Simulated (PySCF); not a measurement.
# Static response to an electric field

Compound: C₄H₆Se.
Structure used (PBE0-D3(BJ)/def2-SVP), in Å, numbered top down from 1:
```
atom  x, y, z in Å
C1    -2.2970   -0.0435    0.2922
C2    -0.8543    0.1250    0.3335
C3     0.3494    0.2711    0.3637
C4     1.7876    0.4175    0.3974
Se5    2.7103   -0.3284   -1.1798
H6    -2.8058    0.9207    0.1379
H7    -2.6754   -0.4773    1.2310
H8    -2.5933   -0.7134   -0.5303
H9     2.2203   -0.0437    1.2971
H10    2.0826    1.4786    0.3993
H11    2.1845   -1.6867   -0.9781
```

Level: PBE0/def2-SVPD (PySCF), static field, nuclei fixed, core orbitals frozen in the response. The polarisability tensor in these axes (au):

```
x   111.15  -1.76 -10.18
y    -1.76  62.45   3.99
z   -10.18   3.99  67.31
```

Problem. Diagonalise the tensor; give its mean and Δα, where Δα² is half the sum of the squared differences of the eigenvalues.

Solution. Principal values 59.92, 67.46 and 113.53 au; mean 80.30 au = 11.90 Å³ = 13.24 × 10⁻⁴⁰ C²·m²/J; Δα = 50.27 au (63 % of the mean).

Problem. What is the dipole moment, and where does it point?

Solution. (-1.30, -0.07, 0.98) D, 1.63 D in size, pointing from the negative to the positive side. Measured along this direction, the outermost atoms are Se5 at the negative end and H7 at the positive end.

Problem. Find the Langevin capture rate constant for NO+ (29.998 u) meeting this molecule (133.963 u), k = 2.342 × 10⁻⁹ cm³/s × √(α in Å³ / reduced mass in u).

Solution. The reduced mass is 24.51 u, so k = 1.63 × 10⁻⁹ cm³/s. The formula leaves out the permanent dipole, which adds to the capture rate.

Problem. How large is μ²/3kT at 350 K beside α?

Solution. In Gaussian units μ²/3kT = 18.35 Å³ against 11.90 Å³, a ratio of 1.54; the Debye molar polarisation (4π/3)N_A(α + μ²/3kT) is 76.3 cm³/mol, leaving out the vibrational part.

Problem. Molar refractivity from α?

Solution. Lorentz–Lorenz: R = (4π/3)N_A α = 2.5225 cm³/(mol·Å³) × 11.90 Å³ = 30.0 cm³/mol, in the limit of long wavelengths.

Problem. In TDDFT the mean static polarisability is Σ f/ω² over all singlet excitations (ω in hartree). How much of it do the 10 lowest give? Their energies (eV) and oscillator strengths: 4.64, 0.0016; 5.37, 0.0516; 5.71, 0.0039; 5.95, 0.0862; 6.28, 0.0095; 6.34, 0.0374; 6.45, 0.0137; 6.52, 0.0202; 6.65, 0.0012; 6.77, 0.0011.

Solution. They add up to 4.77 au, 5.9 % of the 80.30 au; the largest single term is 1.80 au, from the state at 5.95 eV. Terms in order: 0.05, 1.32, 0.09, 1.80, 0.18, 0.69, 0.24, 0.35, 0.02, 0.02 au. Higher excitations give the rest. The strengths listed sum to 0.226.

One conformer (not necessarily the lowest) at the PBE0-D3(BJ)/def2-SVP geometry, without solvent, vibrations or thermal averaging. The calculation is non-relativistic, for selenium too.
